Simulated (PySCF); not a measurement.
Species: C₂H₆NSSi (doublet state).
Geometry (GFN2-xTB, Å), atoms numbered from 1 in this order:
```
atom  x, y, z in Å
C1     1.4994    0.3932    0.0447
C2     0.5012   -0.5589   -0.4481
S3     0.6529   -1.5695   -1.6773
Si4   -1.2607   -0.4384    0.4414
N5    -1.5679    1.0879   -0.1018
H6     1.0486    1.3860    0.0423
H7     1.7335    0.1617    1.0846
H8     2.4138    0.3875   -0.5479
H9    -1.9270   -1.6959    0.1074
H10   -0.8400   -0.4511    1.8434
H11   -2.2483    1.3003   -0.8148
```

The hyperfine couplings belong to this conformer and change with its torsions.

Identity: `CC(=S)[SiH2][NH]` [radical].

Method used: PySCF 2.14.0, UKS B3LYP, pcH-1 on C H N S Si, non-relativistic, mean-field spin-orbit, GIAO. One conformer (not necessarily the lowest) at the GFN2-xTB geometry, without solvent, vibrations or thermal averaging. Couplings are sensitive to structure, and on GFN2-xTB geometries they can be far from those on DFT ones. No stability test was run, so a lower SCF solution isn't excluded.

(1) The isotropic 13C couplings are +81.8, +5.3 MHz. Assign them to C1; C2.

(2) Match the computed a_iso(1H) values +47.0, -42.5, +0.1 MHz (means over equivalent nuclei) with the sites H6/H7/H8; H9/H10; H11.

## Answers

(1) 
```tsv
site	a_iso (MHz)	ρ(0) (bohr⁻³)	position	distance from N5 (Å)	spin population	largest |T| (MHz)
C1	+5.3	+0.0047	3 bonds from N5	3.15	+0.01	4.5
C2	+81.8	+0.0731	2 bonds from N5	2.67	+0.09	30.8
```

(2) 
```csv
site,a_iso (MHz),ρ(0) (bohr⁻³),position,distance from N5 (Å),bound to,spin population there,largest |T| (MHz)
H6/H7/H8,+0.1,0.0000,4 bonds from N5,3.44,C1,+0.01,4.0
H9/H10,+47.0,+0.0105,2 bonds from N5,2.70,Si4,-0.06,4.0
H11,-42.5,-0.0095,1 bond from N5,1.01,N5,+0.72,45.5
```

ρ(0) is the spin density at the nucleus and T the dipolar tensor; a_iso includes a spin–orbit part; entries for several nuclei are means. The largest Mulliken spin populations are on N5 (+0.72), S3 (+0.21) and C2 (+0.09).

Class means assume fast exchange of nuclei equivalent by connectivity; if that motion is slow, each nucleus keeps its own coupling. The three 1H nuclei of mean +0.1 MHz run from -5.8 to 8.6 MHz in the frozen geometry. The 1H value of +47.0 MHz is a mean of couplings from -7.1 to 101.1 MHz in this one geometry, not an average over conformers.
